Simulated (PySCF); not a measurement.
**C$_{11}$H$_{12}$: full NMR table**

```yaml
Formula: C11H12
SMILES: C=C1C=CC=C(C2CC2)C=C1
InChI: InChI=1S/C11H12/c1-9-3-2-4-10(6-5-9)11-7-8-11/h2-6,11H,1,7-8H2
Point_group_of_the_computed_structure: C1
Degrees_of_unsaturation: 6
Carbon_signals: 10
Proton_signals: 10
```

Structure with atom numbers: `[CH2:1]=[C:2]1[CH:3]=[CH:4][CH:5]=[C:6]([CH:7]2[CH2:8][CH2:9]2)[CH:10]=[CH:11]1`. Each H is labelled by its parent atom. Ha(C1) is cis to C3; Ha(C8), Ha(C9) are cis to C6 on the ring; Hb(C1) is trans to C3; Hb(C8), Hb(C9) are trans to C6 on the ring.

Relativity neglected, fast rotation and ring inversion assumed for equivalent nuclei, gas phase, one conformer. Structure optimised with GFN2-xTB; NMR shieldings at PBE0/pcSseg-1/GIAO; PySCF.

Shifts are taken against calculated references (same method and geometry level): $^{1}$H (31.72 ppm), $^{13}$C (186.93 ppm) against TMS.

| carbon | δC, type | δH (multiplicity) | HMBC from (2–3 bonds) | span of the C tensor (ppm) |
| --- | --- | --- | --- | --- |
| C1 | 113.0, CH2 | Hb(C1) 4.43 (m); Ha(C1) 4.43 (m) | H(C11), H(C3) | 152 |
| C2 | 154.0, C | – | H(C11), H(C3), H(C10), H(C4), Ha(C1), Hb(C1) | 211 |
| C3 | 144.2, CH | 5.87 (d) | H(C11), H(C4), H(C5), Ha(C1), Hb(C1) | 181 |
| C4 | 133.5, CH | 5.46 (m) | H(C3), H(C5) | 204 |
| C5 | 126.3, CH | 4.69 (d) | H(C3), H(C10), H(C4), H(C7) | 197 |
| C6 | 157.0, C | – | H(C11), H(C10), H(C4), H(C5), Hb(C8)/Hb(C9), H(C7), Ha(C8)/Ha(C9) | 212 |
| C7 | 20.5, CH | 0.81 (m) | H(C10), H(C5), Hb(C8)/Hb(C9), Ha(C8)/Ha(C9) | 85 |
| C8/C9 | 15.1, CH2 | Ha(C8) 0.37 (m); Hb(C8) 0.83 (m) | Hb(C8)/Hb(C9), H(C7), Ha(C8)/Ha(C9) | 61 |
| C10 | 138.5, CH | 5.63 (d) | H(C11), H(C5), H(C7) | 178 |
| C11 | 147.7, CH | 6.02 (d) | H(C3), H(C10), Ha(C1), Hb(C1) | 185 |

Carbon types of the structure: 2 × C, 6 × CH, 3 × CH2, which accounts for all hydrogens. δC 157.0, 154.0: fully substituted alkene carbon; as expected for a trigonal carbon in a double bond. δC 147.7, 144.2, 138.5, 133.5, 126.3: alkene CH; as expected for a trigonal carbon in a double bond. δC 113.0: terminal =CH2 carbon; an sp2 carbon of a C=C bond. δC 20.5, 15.1: three-membered-ring carbon; carbons of three-membered rings are unusually shielded. δH 0.83, 0.81, 0.37: hydrogen on a three-membered-ring carbon; cyclopropane-type protons are shielded by the ring.

Shifts are as computed. Against solution values, carbons near 30 ppm lie about +3 ppm off and those near 130 ppm about +5 ppm. Of 1211 compounds with measured shifts, 218 miss one by over three times the rms of a fit or turn the order of signals round; such compounds aren't used in these exercises. No couplings were computed; multiplicities are counted from neighbouring protons, with m where these are inequivalent, close in shift, in a saturated or five-membered ring or joined by F or P, and br s for small geminal =CH2 splittings.
